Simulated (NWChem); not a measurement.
System: bithiophene (C₈H₆S₂); SMILES c1csc(-c2cccs2)c1

Here is an NWChem input.

```
start job
memory heap 200 mb stack 900 mb global 1100 mb
geometry units angstroms noautoz
  C      1.256624    -2.765051     0.000000
  C     -0.044924    -3.192243     0.000000
  S     -1.144383    -1.873912     0.000000
  C      0.142846    -0.710584     0.000000
  C     -0.142846     0.710584     0.000000
  C     -1.365401     1.350147     0.000000
  C     -1.256624     2.765051     0.000000
  C      0.044924     3.192243     0.000000
  S      1.144383     1.873912     0.000000
  C      1.365401    -1.350147     0.000000
  H      2.111214    -3.442846     0.000000
  H     -0.421463    -4.214256     0.000000
  H     -2.314613     0.811351     0.000000
  H     -2.111214     3.442846     0.000000
  H      0.421463     4.214256     0.000000
  H      2.314613    -0.811351     0.000000
end
basis spherical
  C library def2-svpd
  S library def2-svpd
  H library def2-svpd
end
dft
  xc b3lyp
  iterations 150
  semidirect filesize 400000000
  mulliken
end
task dft energy
```

Excerpt of the output:

```
             Northwest Computational Chemistry Package (NWChem) 7.3.0
             --------------------------------------------------------

 C2H symmetry detected

                             Geometry "geometry" -> ""
                             -------------------------

 Output coordinates in angstroms (scale by  1.889725989 to convert to a.u.)

  No.       Tag          Charge          X              Y              Z
 ---- ---------------- ---------- -------------- -------------- --------------
    1 C                    6.0000     1.23589695    -2.77437734     0.00000000
    2 C                    6.0000    -0.06881143    -3.19181743     0.00000000
    3 S                   16.0000    -1.15837411    -1.86529570     0.00000000
    4 C                    6.0000     0.13752445    -0.71163307     0.00000000
    5 C                    6.0000    -0.13752445     0.71163307     0.00000000
    6 C                    6.0000    -1.35525914     1.36032698     0.00000000
    7 C                    6.0000    -1.23589695     2.77437734     0.00000000
    8 C                    6.0000     0.06881143     3.19181743     0.00000000
    9 S                   16.0000     1.15837411     1.86529570     0.00000000
   10 C                    6.0000     1.35525914    -1.36032698     0.00000000
   11 H                    1.0000     2.08539084    -3.45854856     0.00000000
   12 H                    1.0000    -0.45298798    -4.21098404     0.00000000
   13 H                    1.0000    -2.30847656     0.82864935     0.00000000
   14 H                    1.0000    -2.08539084     3.45854856     0.00000000
   15 H                    1.0000     0.45298798     4.21098404     0.00000000
   16 H                    1.0000     2.30847656    -0.82864935     0.00000000

 Effective nuclear repulsion energy (a.u.)     632.6635735333

      Symmetry information
      --------------------

 Group name             C2h
 Group number             21
 Group order               4
 No. of unique centers     8

                                 NWChem DFT Module
                                 -----------------

 Summary of "ao basis" -> "ao basis" (spherical)
 ------------------------------------------------------------------------------
       Tag                 Description            Shells   Functions and Types
 ---------------- ------------------------------  ------  ---------------------
 C                         def2-svpd                 8       20   4s2p2d
 S                         def2-svpd                11       27   5s4p2d
 H                         def2-svpd                 4        8   2s2p

      Symmetry analysis of basis
      --------------------------

        ag         93
        au         38
        bg         38
        bu         93

            General Information
            -------------------
          SCF calculation type: DFT
          Wavefunction type:  closed shell.
          No. of atoms     :    16
          No. of electrons :    86
           Alpha electrons :    43
            Beta electrons :    43
          Charge           :     0
          Spin multiplicity:     1
          Use of symmetry is: on ; symmetry adaption is: on
          Maximum number of iterations: 150
          AO basis - number of functions:   262
                     number of shells:   110
          Convergence on energy requested:  1.00D-06
          Convergence on density requested:  1.00D-05
          Convergence on gradient requested:  5.00D-04

              XC Information
              --------------
                         B3LYP Method XC Potential
                     Hartree-Fock (Exact) Exchange  0.200
                        Slater Exchange Functional  0.800 local
                    Becke 1988 Exchange Functional  0.720 non-local
              Lee-Yang-Parr Correlation Functional  0.810
                  VWN I RPA Correlation Functional  0.190 local

             Grid Information
             ----------------
          Grid used for XC integration:  medium
          Radial quadrature: Mura-Knowles
          Angular quadrature: Lebedev.
          Tag              B.-S. Rad. Rad. Pts. Rad. Cut. Ang. Pts.
          ---              ---------- --------- --------- ---------
          C                   0.70       49          16.0       434
          S                   1.00       88          15.0       590
          H                   0.35       45          17.0       434
          Grid pruning is: on
          Number of quadrature shells:   419
          Spatial weights used:  Erf1

      Superposition of Atomic Density Guess
      -------------------------------------

 Sum of atomic energies:       -1098.69950141

      Non-variational initial energy
      ------------------------------

 Total energy =   -1105.500904
 1-e energy   =   -2764.177239
 2-e energy   =    1026.012762
 HOMO         =      -0.211352
 LUMO         =      -0.043479

      Symmetry analysis of molecular orbitals - initial
      -------------------------------------------------

  Numbering of irreducible representations:

     1 ag          2 au          3 bg          4 bu

  Orbital symmetries:

     1 ag          2 bu          3 ag          4 bu          5 ag
     6 bu          7 ag          8 bu          9 ag         10 bu
    11 bu         12 ag         13 ag         14 bu         15 ag
    16 bu         17 bg         18 au         19 ag         20 bu
    21 ag         22 bu         23 ag         24 bu         25 ag
    26 bu         27 ag         28 bu         29 ag         30 bu
    31 au         32 bu         33 bg         34 ag         35 bu
    36 ag         37 ag         38 bu         39 ag         40 au
    41 bg         42 au         43 bg         44 au         45 bg
    46 bu         47 ag         48 ag         49 au         50 bu
    51 ag         52 bu         53 au

------------------------------------------------------------
EAF file 0: "./job.aoints.0" size=991952896 bytes
------------------------------------------------------------
               write      read    awrite     aread      wait
               -----      ----    ------     -----      ----
     calls:     1892         0         0         0         0
   data(b): 9.92e+08  0.00e+00  0.00e+00  0.00e+00
   time(s): 0.00e+00  0.00e+00  0.00e+00  0.00e+00  0.00e+00
rate(mb/s): 0.00e+00  0.00e+00
------------------------------------------------------------

     ---------------------------------------------
      Total Density - Mulliken Population Analysis
     ---------------------------------------------

    Atom       Charge   Shell Charges
 -----------   ------   -------------------------------------------------------
    1 C    6     5.92   1.99  1.00  0.05 -0.02  2.01  0.70  0.04  0.15
    2 C    6     5.86   1.99  0.99  0.15 -0.12  1.89  0.90  0.04  0.02
    3 S   16    16.34   2.00  1.99  1.21  0.60  0.04  5.93  1.69  2.60  0.13  0.08  0.06
    4 C    6     5.95   1.99  0.98 -0.06  0.02  1.85  1.37  0.04 -0.24
    5 C    6     5.95   1.99  0.98 -0.06  0.02  1.85  1.37  0.04 -0.24
    6 C    6     5.84   1.99  1.00  0.21 -0.14  2.02  0.65  0.04  0.08
    7 C    6     5.92   1.99  1.00  0.05 -0.02  2.01  0.70  0.04  0.15
    8 C    6     5.86   1.99  0.99  0.15 -0.12  1.89  0.90  0.04  0.02
    9 S   16    16.34   2.00  1.99  1.21  0.60  0.04  5.93  1.69  2.60  0.13  0.08  0.06
   10 C    6     5.84   1.99  1.00  0.21 -0.14  2.02  0.65  0.04  0.08
   11 H    1     0.98   0.68  0.22  0.02  0.05
   12 H    1     1.12   0.67  0.37  0.02  0.05
   13 H    1     0.99   0.68  0.24  0.02  0.04
   14 H    1     0.98   0.68  0.22  0.02  0.05
   15 H    1     1.12   0.67  0.37  0.02  0.05
   16 H    1     0.99   0.68  0.24  0.02  0.04

   convergence    iter        energy       DeltaE   RMS-Dens  Diis-err
 ---------------- ----- ----------------- --------- --------- ---------
 d= 0,ls=0.0,diis     1  -1104.2988974455 -1.74D+03  1.68D-02  9.46D-01
 d= 0,ls=0.0,diis     2  -1104.3467410492 -4.78D-02  7.49D-03  4.54D-01
 d= 0,ls=0.0,diis     3  -1104.3642017647 -1.75D-02  3.67D-03  3.19D-01
 d= 0,ls=0.0,diis     4  -1104.4057506026 -4.15D-02  9.36D-04  1.35D-02
 d= 0,ls=0.0,diis     5  -1104.4072360936 -1.49D-03  3.52D-04  3.03D-03
  Resetting Diis
 d= 0,ls=0.0,diis     6  -1104.4076361770 -4.00D-04  1.47D-04  1.37D-04
 d= 0,ls=0.0,diis     7  -1104.4076545490 -1.84D-05  8.52D-05  1.26D-05
 d= 0,ls=0.0,diis     8  -1104.4076515486  3.00D-06  4.89D-05  3.25D-05
 d= 0,ls=0.0,diis     9  -1104.4076562460 -4.70D-06  5.70D-06  4.80D-07
 d= 0,ls=0.0,diis    10  -1104.4076563016 -5.57D-08  1.83D-06  7.89D-08

         Total DFT energy =    -1104.407656301638
      One electron energy =    -2770.863643204181
           Coulomb energy =     1130.762175289995
    Exchange-Corr. energy =      -96.969761920763
 Nuclear repulsion energy =      632.663573533311

 Numeric. integr. density =       85.999935289340

                  Occupations of the irreducible representations
                  ----------------------------------------------

                     irrep           alpha         beta
                     --------     --------     --------
                     ag               18.0         18.0
                     au                4.0          4.0
                     bg                4.0          4.0
                     bu               17.0         17.0

                       DFT Final Molecular Orbital Analysis
                       ------------------------------------

 Vector   41  Occ=2.000000D+00  E=-2.676015D-01  Symmetry=bg
              MO Center=  6.5D-15, -1.4D-13,  5.4D-17, r^2= 6.7D+00
   Bfn.  Coefficient  Atom+Function         Bfn.  Coefficient  Atom+Function
  ----- ------------  ---------------      ----- ------------  ---------------
    54      0.326198   3 S  pz              181     -0.326198   9 S  pz
    51      0.251393   3 S  pz              178     -0.251393   9 S  pz
   114      0.217815   6 C  pz              201     -0.217815  10 C  pz
     7     -0.195115   1 C  pz              134      0.195115   7 C  pz
    48      0.138961   3 S  pz              175     -0.138961   9 S  pz

 Vector   42  Occ=2.000000D+00  E=-2.596623D-01  Symmetry=au
              MO Center=  1.4D-14,  1.2D-13, -1.6D-15, r^2= 6.9D+00
   Bfn.  Coefficient  Atom+Function         Bfn.  Coefficient  Atom+Function
  ----- ------------  ---------------      ----- ------------  ---------------
    54      0.339709   3 S  pz              181      0.339709   9 S  pz
    51      0.260272   3 S  pz              178      0.260272   9 S  pz
   114     -0.211595   6 C  pz              201     -0.211595  10 C  pz
     7     -0.205624   1 C  pz              134     -0.205624   7 C  pz
    48      0.143552   3 S  pz              175      0.143552   9 S  pz

 Vector   43  Occ=2.000000D+00  E=-2.135791D-01  Symmetry=bg
              MO Center=  2.1D-16,  5.2D-15,  5.7D-16, r^2= 7.1D+00
   Bfn.  Coefficient  Atom+Function         Bfn.  Coefficient  Atom+Function
  ----- ------------  ---------------      ----- ------------  ---------------
    27      0.272955   2 C  pz              154     -0.272955   8 C  pz
    74     -0.238644   4 C  pz               94      0.238644   5 C  pz
   114      0.211925   6 C  pz              201     -0.211925  10 C  pz
    77     -0.201152   4 C  pz               97      0.201152   5 C  pz
    30      0.188965   2 C  pz              157     -0.188965   8 C  pz

 Vector   44  Occ=0.000000D+00  E=-6.002789D-02  Symmetry=au
              MO Center=  2.9D-14,  1.7D-14, -6.7D-16, r^2= 7.2D+00
   Bfn.  Coefficient  Atom+Function         Bfn.  Coefficient  Atom+Function
  ----- ------------  ---------------      ----- ------------  ---------------
    54     -0.258680   3 S  pz              181     -0.258680   9 S  pz
    27      0.255769   2 C  pz              154      0.255769   8 C  pz
    74      0.236175   4 C  pz               94      0.236175   5 C  pz
   114     -0.223321   6 C  pz              201     -0.223321  10 C  pz
    77      0.216419   4 C  pz               97      0.216419   5 C  pz

 Vector   45  Occ=0.000000D+00  E=-2.308455D-03  Symmetry=bg
              MO Center=  1.1D-15,  4.3D-14,  2.2D-15, r^2= 9.7D+00
   Bfn.  Coefficient  Atom+Function         Bfn.  Coefficient  Atom+Function
  ----- ------------  ---------------      ----- ------------  ---------------
     7      0.272354   1 C  pz              134     -0.272354   7 C  pz
    27     -0.268639   2 C  pz              154      0.268639   8 C  pz
    10      0.259236   1 C  pz              137     -0.259236   7 C  pz
    30     -0.241956   2 C  pz              157      0.241956   8 C  pz
    54      0.202437   3 S  pz              181     -0.202437   9 S  pz

 Vector   46  Occ=0.000000D+00  E= 7.647358D-03  Symmetry=bu
              MO Center=  4.4D-12,  6.7D-12, -2.2D-16, r^2= 1.5D+01
   Bfn.  Coefficient  Atom+Function         Bfn.  Coefficient  Atom+Function
  ----- ------------  ---------------      ----- ------------  ---------------
     4      1.166064   1 C  s               131     -1.166064   7 C  s
    24     -0.991722   2 C  s               151      0.991722   8 C  s
   111      0.957206   6 C  s               198     -0.957206  10 C  s
    71      0.926745   4 C  s                91     -0.926745   5 C  s
    56     -0.915240   3 S  py              183     -0.915240   9 S  py

------------------------------------------------------------
EAF file 0: "./job.aoints.0" size=1377828864 bytes
------------------------------------------------------------
               write      read    awrite     aread      wait
               -----      ----    ------     -----      ----
     calls:     2628         9         0     23643     23643
   data(b): 1.38e+09  4.72e+06  0.00e+00  1.24e+10
   time(s): 0.00e+00  0.00e+00  0.00e+00  0.00e+00  0.00e+00
rate(mb/s): 0.00e+00  0.00e+00
------------------------------------------------------------

     ---------------------------------------------
      Total Density - Mulliken Population Analysis
     ---------------------------------------------

    Atom       Charge   Shell Charges
 -----------   ------   -------------------------------------------------------
    1 C    6     5.64   1.98  0.95  0.05 -0.05  2.12  0.25  0.04  0.30
    2 C    6     5.68   1.98  0.96  0.13 -0.18  2.09  0.60  0.04  0.06
    3 S   16    16.41   2.00  1.98  1.30  0.50  0.03  5.92  1.84  2.50  0.15  0.11  0.07
    4 C    6     5.99   1.98  0.97 -0.01 -0.02  2.10  0.95  0.04 -0.02
    5 C    6     5.99   1.98  0.97 -0.01 -0.02  2.10  0.95  0.04 -0.02
    6 C    6     5.62   1.98  0.95  0.28 -0.20  2.12  0.24  0.03  0.21
    7 C    6     5.64   1.98  0.95  0.05 -0.05  2.12  0.25  0.04  0.30
    8 C    6     5.68   1.98  0.96  0.13 -0.18  2.09  0.60  0.04  0.06
    9 S   16    16.41   2.00  1.98  1.30  0.50  0.03  5.92  1.84  2.50  0.15  0.11  0.07
   10 C    6     5.62   1.98  0.95  0.28 -0.20  2.12  0.24  0.03  0.21
   11 H    1     1.14   0.77  0.33  0.02  0.03
   12 H    1     1.32   0.76  0.50  0.02  0.04
   13 H    1     1.19   0.77  0.37  0.02  0.02
   14 H    1     1.14   0.77  0.33  0.02  0.03
   15 H    1     1.32   0.76  0.50  0.02  0.04
   16 H    1     1.19   0.77  0.37  0.02  0.02

     -------------------------------------------
      Total Density - Lowdin Population Analysis
     -------------------------------------------

[...]
```

Level: B3LYP/def2-SVPD. All runs use the structure optimised with PBE0/def2-SVP. No frequency run checked for a minimum.
